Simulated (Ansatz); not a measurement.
Consider the redistribution: `C#[C][Ti]([F])([F])[F]` + `S[Si](Cl)(Cl)Cl` → `[F][Ti]([F])([F])[SH]` + `C#C[Si](Cl)(Cl)Cl`.

Program: Ansatz. Geometries: PBE0-D4/def2-TZVP. ΔE: electronic, gas phase. CCSD(T)/CBS is the MP2 limit (def2-TZVPP, def2-QZVPP) plus CCSD(T) − MP2 in def2-TZVPP, frozen cores. DFT in def2-TZVPP. B3LYP here is the variant with VWN-RPA as its local correlation; programs differ in this. HSE06 is defined as in plane-wave codes. For Ti outer-core shells are correlated without core-valence functions, which leaves a few kJ/mol of doubt a bond. Scalar relativity is left out up to krypton. One conformer a species, not always the lowest.

`C#[C][Ti]([F])([F])[F]`:

```xyz
7

C    -1.891   -0.873   -0.252
C    -0.797   -0.369   -0.106
Ti    1.012    0.467    0.135
F     0.998    2.038   -0.610
F     2.198   -0.553   -0.625
F     1.333    0.606    1.838
H    -2.853   -1.317   -0.381
```

`S[Si](Cl)(Cl)Cl`:

```xyz
6

S    -1.281   -0.070   -1.197
Si    0.388    0.143    0.068
Cl    1.767    1.185   -0.992
Cl   -0.062    1.151    1.775
Cl    1.168   -1.652    0.621
H    -1.980   -0.757   -0.275
```

`[F][Ti]([F])([F])[SH]`:

```xyz
6

F    -0.902    0.529    1.555
Ti   -0.513    0.131   -0.098
F    -1.784   -0.764   -0.874
F    -0.155    1.620   -0.935
S     1.311   -1.225   -0.144
H     2.043   -0.291    0.496
```

`C#C[Si](Cl)(Cl)Cl`:

Cartesian coordinates in Å:
```
C -1.499 0.663 1.196
C -0.609 0.269 0.486
Si 0.720 -0.319 -0.575
Cl 1.397 -2.103 0.105
Cl 2.242 1.020 -0.568
Cl 0.035 -0.541 -2.469
H -2.286 1.011 1.825
```

| level | ΔE (kJ/mol) | difference from CCSD(T)/CBS |
| --- | --- | --- |
| PBE0-D4 | -41.2 | 0.2 |
| ωB97M-V | -39.0 | 2.4 |
| B2PLYP | -48.1 | -6.7 |
| revPBE | -42.1 | -0.7 |
| BLYP | -46.8 | -5.4 |
| B3LYP | -45.8 | -4.4 |
| HSE06 | -41.9 | -0.5 |
| BHLYP | -43.6 | -2.2 |
| CAM-B3LYP | -44.8 | -3.4 |
| HF/def2-SVP | -35.8 | 5.6 |
| MP2/def2-SVP | -42.6 | -1.2 |
| CCSD(T)/def2-SVP | -38.2 | 3.2 |
| SCS-MP2/def2-TZVPP | -43.6 | -2.2 |
| CCSD/def2-TZVPP | -38.9 | 2.5 |
| HF/def2-QZVPP | -37.8 | 3.6 |
| HF/CBS(def2) | -38.0 | 3.4 |
| CCSD(T)/CBS | -41.4 | 0 |

Question: What do rigid-rotor, harmonic-oscillator terms from PBE0-D4/def2-TZVP frequencies (298.15 K, 1 bar) make of the CCSD(T)/CBS value? (Best estimate.)

Answer: Computed: ΔZPE = 0.0 kJ/mol, ΔH = -41.3 kJ/mol, ΔS = 2 J/(mol·K), ΔG = -41.9 kJ/mol.

Largest T1 diagnostic among the species: 0.025, so the coupled-cluster value is less sure than usual.

At CCSD(T), def2-SVP lies +3.2 kJ/mol from the extrapolated value and def2-TZVPP −1.1 kJ/mol. In def2-TZVPP, CCSD(T) changes the Hartree–Fock value by −5.7 kJ/mol (the triples alone add −3.5 kJ/mol) and MP2 by −9.3 kJ/mol.
